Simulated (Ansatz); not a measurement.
**Four-centre ligand exchange**

Start structure (GaAsH₆, closed shell), relaxed at PBE0-D4/def2-TZVP:

Ga1  (-0.968, -0.644, -0.728)
H2  (-0.198, -1.069, -2.032)
H3  (-1.100, -1.663, 0.457)
H4  (-1.764, 0.707, -0.707)
H5  (1.147, 0.092, -0.409)
As6  (1.598, 0.857, 0.847)
H7  (0.417, 1.811, 0.787)
H8  (0.869, -0.091, 1.785)
(Å)

The step: AsH₃ + GaH₃ → GaAsH₄ ([GaH2][AsH2]) + H₂; bonds formed: Ga1–As6, H2–H5; bonds broken: Ga1–H2, H5–As6. Computed with Ansatz 0.2.0 (basis: def2-TZVPP and def2-QZVPP); correlated methods freeze the cores. Filled d shells of the heavier atoms are correlated. The def2 sets are not built for correlating such inner shells, so the correlated values are less sure here. Extrapolation: Hartree–Fock as exp(−7.88 √X), correlation as X^−2.97. Energies below are by CCSD(T) at an estimated basis limit (MP2 extrapolated from triple and quadruple zeta, plus CCSD(T) − MP2 in triple zeta).

(1) What are the electronic barrier and the energy of the step, from the start structure to the end structure? (To be estimated.)

T1 diagnostic: at most 0.014. The start structure is not quite a true minimum (one mode of 62i cm⁻¹). The end structure is not quite a true minimum (one mode of 44i cm⁻¹).

Results:

(1) By the calculation: Barrier 21.23 kcal/mol; step energy -9.36 kcal/mol (downhill); reverse barrier, their difference, 30.60 kcal/mol. Barrier and step energy count from the start structure, the reverse barrier from the end structure.

The saddle point: One imaginary mode of 1128i cm⁻¹.
```tsv
pair	start (Å)	saddle (Å)	end (Å)
Ga1–As6	3.36	2.78	2.43
H2–H5	2.41	1.12	0.75
Ga1–H2	1.57	1.71	2.43
H5–As6	1.54	1.89	3.26
```

Zero-point energy (harmonic, PBE0-D4): ZPE is 26.82 kcal/mol at the start and 26.37 kcal/mol at the saddle, so the barrier goes from 21.23 to 20.79 kcal/mol.

Labels in which every atom is bracketed show which atoms are joined, not bond orders.

For scale, one of the runs: CCSD(T)/def2-TZVPP, 180 basis functions (an equivalent command: `ansatz run in.yaml --threads 4`). Hardware: 4 CPU threads, shared host. Wall time 39 s; peak host memory 1.7 GiB.
